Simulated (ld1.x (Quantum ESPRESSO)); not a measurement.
## holmium (Ho), TM: configuration errors across variants

- Element: holmium (Ho)
- Generator: ld1.x (Quantum ESPRESSO) 7.5
- Type: norm-conserving Troullier–Martins (Kleinman–Bylander form)
- Functional: BLYP
- Relativity: scalar-relativistic
- Frozen core: [Kr] 4d10 5s2
- Valence charge: 19
- Reference configuration: 4f11 5p6 5d0 6s0 6p0 (charge +2)
- Partial waves: 6s (bound, empty): rc 2.65 bohr; 5p (bound): rc 2.15 bohr; 5d (bound, empty): rc 2.50 bohr; 4f (bound): rc 1.20 bohr
- Local potential: all-electron potential smoothed inside 1.20 bohr (lloc = -1)
- Core correction: a·sin(br)/r model core inside 0.85 bohr

All-electron excitation energies from the reference (eV): (1) 4f11 5p6 5d0 6s1 6p0 -11.953; (2) 4f10 5p6 5d0 6s0 6p0 25.812; (3) 4f10 5p6 5d1 6s2 6p0 -13.732; (4) 4f10 5p6 5d0 6s2 6p0 -8.125; (5) 4f11 5p6 5d1 6s0 6p0 -9.522.

The overlap operator is not positive definite (basis up to 400 Ry) in “type ultrasoft; waves now 6s (bound): rcut 2.30, rcutus 2.65 bohr; 6s channel at 3.8 Ry: rcut 2.30, rcutus 2.65 bohr; 5p (bound): rcut 1.95, rcutus 2.15 bohr; 6p (bound): rcut 1.95, rcutus 2.15 bohr; 5d (bound): rcut 2.15, rcutus 2.50 bohr; 5d channel at 0.15 Ry: rcut 2.15, rcutus 2.50 bohr; 4f (bound): rcut 1.05, rcutus 1.20 bohr; 4f channel at 2.45 Ry: rcut 1.05, rcutus 1.20 bohr; local potential all-electron potential smoothed inside 1.35 bohr (lloc = -1); augmentation PSQ, radius 0.95 bohr”. Such files are unfit for use, however small their errors in these radial tests.

Tests that are not counted but printed errors over 1 eV. “base”: 4f11 5p6 5d0 6s2 6p0 (solver errors, printed error -3550 eV); 4f11 5p6 5d0 6s1.5 6p0 (solver errors, printed error -3672 eV). “core correction a·sin(br)/r model core inside 0.90 bohr”: 4f11 5p6 5d0 6s2 6p0 (solver errors, printed error -3689 eV); 4f11 5p6 5d0 6s1.5 6p0 (solver errors, printed error -3694 eV). “wave 5d (bound): rc 2.50 bohr becomes 5d (bound): rc 3.48 bohr”: 4f11 5p6 5d0 6s2 6p0 (solver errors, printed error -3672 eV); 4f11 5p6 5d0 6s1.5 6p0 (solver errors, printed error -3292 eV).

3 further variants failed, have other tests or another functional or relativity, and are left out.

A true bound ghost makes a file unfit for plane-wave use even where its test errors are small: the radial tests pick states by their node count and pass the ghost by. Where a test does run into it, the solver fails or the error is huge.

Errors AE − PS in meV (a dash: test not solved or not reliable):

| change | (1) | (2) | (3) | (4) | (5) | bound ghosts |
| --- | --- | --- | --- | --- | --- | --- |
| base | -3.8 | +22 | -201 | -274 | -7.2 | s |
| wave 6s (bound): rc 2.65 bohr becomes 6s (bound): rc 2.26 bohr | -3.9 | +22 | -30 | -63 | -7.1 | s |
| type ultrasoft; waves now 6s (bound): rcut 2.30, rcutus 2.65 bohr; 6s channel at 3.8 Ry: rcut 2.30, rcutus 2.65 bohr; 5p (bound): rcut 1.95, rcutus 2.15 bohr; 6p (bound): rcut 1.95, rcutus 2.15 bohr; 5d (bound): rcut 2.15, rcutus 2.50 bohr; 5d channel at 0.15 Ry: rcut 2.15, rcutus 2.50 bohr; 4f (bound): rcut 1.05, rcutus 1.20 bohr; 4f channel at 2.45 Ry: rcut 1.05, rcutus 1.20 bohr; local potential all-electron potential smoothed inside 1.35 bohr (lloc = -1); augmentation PSQ, radius 0.95 bohr | – | – | – | – | – | d (s, p not tested, overlap not positive) |
| core correction a·sin(br)/r model core inside 0.90 bohr | -3.8 | +23 | -199 | -273 | -7.1 | s |
| local potential all-electron potential smoothed inside 2.42 bohr (lloc = -1) | -3.9 | -301 | -530 | -624 | -8.7 | s |
| wave 5d (bound): rc 2.50 bohr becomes 5d (bound): rc 3.48 bohr | -3.8 | +22 | -259 | -274 | +3.5 | s |
| all radii but the core radius scaled by about 0.89 (s 2.36, p 1.92, d 2.22, f 1.06 bohr); local potential all-electron potential smoothed inside 1.06 bohr (lloc = -1) | +0.9 | +38 | -85 | -104 | -7.0 | s |

**Question.** Give the same row for: wave 4f (bound): rc 1.20 bohr becomes 4f (bound): rc 1.82 bohr.

**Answer.** -3.1, +245, +102, -25, -2.4; bound ghosts: s. Not counted: 4f11 5p6 5d0 6s2 6p0 (solver errors, printed error -3449 eV); 4f11 5p6 5d0 6s1.5 6p0 (solver errors, printed error -3132 eV).
